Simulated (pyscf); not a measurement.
Optimised with ωB97X-D3(BJ)/def2-SVP in PySCF.

### Question
Estimate the classical barrier height and the reaction energy of `[O]=[SiH][OH]` + `[OH][SiH3]` → `[OH][SiH]([OH])[O][SiH3]` at ωB97M-D3(BJ)/def2-TZVP. The step runs on the singlet surface, breaks H–O and forms H–O, O–Si; take the separated reactants as zero.

### Answer
ΔE‡ = -72.6 kJ/mol, ΔE = -297.8 kJ/mol. Zero-point energy shifts the barrier by +2.4 kJ/mol. It is an addition across a multiple bond or ene-type step, with an imaginary mode of 579i cm⁻¹. On the reactant side the descent ends in an adduct with a O–Si contact, 91.3 kJ/mol under the separated species and 10.5 kJ/mol under the saddle at ωB97X-D3(BJ)/def2-TZVP. At ωB97M-D3(BJ) the saddle lies under the separated reactants, which points to a path from their complex (located at ωB97X-D3(BJ) alone). What is counted as formed (O–Si) is already present as a longer contact in the reactant adduct; forming that adduct is a step of its own. O=SiH–OH lies 41.2 kJ/mol over its isomer HO–Si:–OH [singlet] (electronic energy, ωB97M-D3(BJ)/def2-TZVP). One saddle was located; it need not be the lowest between these sides.
